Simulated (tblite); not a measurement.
Species: C4H9BF3P.
Bonds: C1–C2 (double), C2–P3, P3–C4, P3–C5, P3–B6, B6–F7, B6–F8, B6–F9. Hydrogens: H10, H11 on C1; H12 on C2; H13, H14, H15 on C4; H16, H17, H18 on C5.
Bond orders are those of one Lewis drawing.

Computed with GFN2-xTB (tblite), gas phase: L-BFGS steps from a force-field or distance-geometry start until the largest atomic force falls under 0.01 eV/Å.

Step 55: E = -849.5873 eV
```
atom  x, y, z in Å  |  force x, y, z in eV/Å
C1      2.2643   -0.7392    0.9022    0.011  -0.037  -0.045
C2      0.9462   -0.8148    0.9822    0.050  -0.012   0.046
P3     -0.2379   -0.0213   -0.1213    0.002  -0.060  -0.004
C4      0.7094    0.9498   -1.3475    0.006   0.010  -0.005
C5     -1.0056    1.2069    0.9931   -0.009   0.014   0.006
B6     -1.7845   -1.2241   -0.8522   -0.016  -0.005  -0.005
F7     -1.2595   -2.2182   -1.6009    0.023   0.004  -0.001
F8     -2.5360   -0.3414   -1.5650   -0.006   0.007   0.012
F9     -2.3890   -1.6541    0.2880   -0.017  -0.001  -0.006
H10     2.8978   -1.2791    1.5870    0.028   0.040   0.004
H11     2.7607   -0.1504    0.1495    0.031  -0.026  -0.007
H12     0.4728   -1.4199    1.7451   -0.039  -0.027   0.010
H13     1.2764    1.7488   -0.8735    0.002  -0.017   0.006
H14    -0.0004    1.3721   -2.0583    0.014   0.008   0.017
H15     1.3774    0.2767   -1.8833   -0.019   0.036  -0.006
H16    -1.5898    0.6653    1.7349   -0.039   0.019   0.004
H17    -1.6688    1.8484    0.4181   -0.040   0.005  -0.016
H18    -0.2421    1.8008    1.4903    0.018   0.040  -0.008
```

Step 56: E = -849.5882 eV
```
atom  x, y, z in Å  |  force x, y, z in eV/Å
C1      2.2689   -0.7416    0.8980   -0.006  -0.057  -0.046
C2      0.9508   -0.8109    0.9844    0.049  -0.006   0.030
P3     -0.2366   -0.0230   -0.1193   -0.010  -0.016   0.015
C4      0.7085    0.9501   -1.3460    0.003   0.003   0.002
C5     -1.0095    1.2061    0.9926   -0.012   0.012   0.011
B6     -1.7851   -1.2224   -0.8505   -0.010  -0.010  -0.012
F7     -1.2590   -2.2131   -1.6027    0.021  -0.004  -0.013
F8     -2.5337   -0.3345   -1.5596   -0.012   0.010   0.003
F9     -2.3930   -1.6582    0.2849   -0.014   0.003   0.006
H10     2.8996   -1.2803    1.5858    0.046   0.040   0.004
H11     2.7667   -0.1655    0.1362    0.024  -0.017   0.007
H12     0.4779   -1.4098    1.7522   -0.036  -0.023   0.024
H13     1.2690    1.7532   -0.8715   -0.001  -0.013   0.005
H14     0.0014    1.3649   -2.0638    0.012   0.007   0.028
H15     1.3836    0.2783   -1.8738   -0.009   0.027  -0.020
H16    -1.5984    0.6650    1.7318   -0.033   0.022  -0.011
H17    -1.6703    1.8474    0.4132   -0.020  -0.009  -0.002
H18    -0.2496    1.8005    1.4962    0.009   0.029  -0.029
```

Task: Estimate the geometry and energy of step 57. (The exact step hangs on the optimiser's Hessian estimate; all steps are aligned on step 56, rigid shifts and turns removed.)

Result: E = -849.5889 eV, largest force 0.080 eV/Å
```
atom  x, y, z in Å  |  force x, y, z in eV/Å
C1      2.2727   -0.7442    0.8946   -0.031  -0.068  -0.029
C2      0.9545   -0.8089    0.9873    0.043   0.001  -0.003
P3     -0.2356   -0.0253   -0.1173   -0.015   0.032   0.029
C4      0.7076    0.9501   -1.3446   -0.001  -0.002   0.011
C5     -1.0124    1.2059    0.9920   -0.012   0.009   0.012
B6     -1.7856   -1.2213   -0.8493   -0.004  -0.016  -0.014
F7     -1.2576   -2.2093   -1.6038    0.013  -0.008  -0.020
F8     -2.5324   -0.3298   -1.5557   -0.012   0.011  -0.005
F9     -2.3962   -1.6608    0.2827   -0.010   0.003   0.011
H10     2.9025   -1.2796    1.5852    0.059   0.030   0.006
H11     2.7712   -0.1767    0.1272    0.016  -0.006   0.008
H12     0.4800   -1.4045    1.7567   -0.019  -0.015   0.037
H13     1.2646    1.7553   -0.8698   -0.004  -0.005   0.010
H14     0.0029    1.3608   -2.0669    0.002   0.009   0.036
H15     1.3871    0.2808   -1.8685    0.004   0.008  -0.032
H16    -1.6049    0.6660    1.7297   -0.023   0.021  -0.018
H17    -1.6724    1.8465    0.4098    0.000  -0.020   0.005
H18    -0.2546    1.8011    1.4992   -0.004   0.017  -0.045
```

The energy changes by -0.0007 eV. The first-order estimate −F·Δx gives -0.0010 eV and the mean of the old and new forces, exact on a quadratic surface, -0.0007 eV. The step makes an angle of 75° with the force vector and moves no atom by more than 0.015 Å.

The cost below is that of the whole relaxation. The run took 0.75 s wall on an Arm Neoverse V2 with one thread, shared host with 96 logical CPUs at a one-minute load of 12.
